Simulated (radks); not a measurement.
Spherical quantum dot in the effective-mass picture: electrons in a well V = -V0 / (1 + exp((r - R)/a)) with V0 = 6.09, R = 3.91, a = 0.15, all in effective atomic units (hartree* = m*/eps^2 hartree, bohr* = eps/m* bohr), one dielectric constant everywhere. Calculated with a radial shooting solver with Libxc functionals: non-relativistic Kohn-Sham, PBEsol, spin-polarised, spherical densities. Levels are named by radial order and angular momentum (1s, 1p, 1d, 2s, ...), and open shells are averaged over m.

N = 5, configuration 1s2 1p(up 3, down 0). This is the lowest configuration that the search found. Occupied and some empty levels:

level,occupation,eigenvalue (hartree*),<r> (bohr*)
1s up,1,-4.2747,2.353
1s down,1,-4.1889,2.309
1p up,3,-4.0461,2.590
1p down,0,-3.9499,2.576
1d up,0,-3.7082,2.759
1d down,0,-3.6080,2.756
2s up,0,-3.3342,1.976
2s down,0,-3.2859,1.978
1f up,0,-3.2792,2.891
1f down,0,-3.1776,2.892

Energy (hartree*): total -24.7002, kinetic 2.1588, external -29.968, Hartree 4.5261, exchange-correlation -1.4171.

Electron density:

r (bohr*),n(r) (e/bohr*^3)
0.103,0.01941
0.362,0.02049
0.621,0.02271
0.880,0.02591
1.14,0.02978
1.40,0.03386
1.66,0.03745
1.92,0.03974
2.17,0.03990
2.43,0.03732
2.69,0.03184
2.95,0.02404
3.21,0.01534
3.47,0.007665
3.73,0.002738
3.99,0.0006603
4.25,0.0001225
4.50,0.00002104
4.76,3.574e-06
5.02,6.170e-07
